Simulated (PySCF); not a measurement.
Ionising AlPb

UHF; Al def2-SVP, Pb def2-SVP with ECP60; scalar-relativistic core potentials (PySCF 2.14). Neutral (UHF): quartet (σ ↑, π ↑↑), Re = 2.788 Å, ωe = 222 cm⁻¹, De = 1.22 eV, HOMO -6.78 eV, LUMO 0.39 eV.

AlPb⁺ (UHF): triplet (σ ↑, π ↑), Re = 3.248 Å, ωe = 125 cm⁻¹. The energies at the minima are -433.66771 hartree for AlPb and -433.44709 for AlPb⁺.

**Question.** Work out the adiabatic ionisation energy, without and with harmonic zero-point energies (1 hartree = 27.2114 eV, 1 eV = 8065.5 cm⁻¹), and the change of the bond length.

**Answer.** At UHF: 0.22062 hartree = 6.003 eV between the minima; the zero-point term (125.0 − 222.0)/2 cm⁻¹ = -0.006 eV makes it 5.997 eV. Re changes by +46.0 pm against the neutral. The electron leaves a π orbital, and the ion is left as a loose complex of an ion and an atom.

These are scalar-relativistic numbers at best; spin–orbit coupling would shift them, the dissociation energy most. Hartree–Fock leaves out correlation, which carries a large part of most bond energies and some tenths to 1 eV of ionisation energies. States were picked by a PBE0 search and need not be the measured ground states.
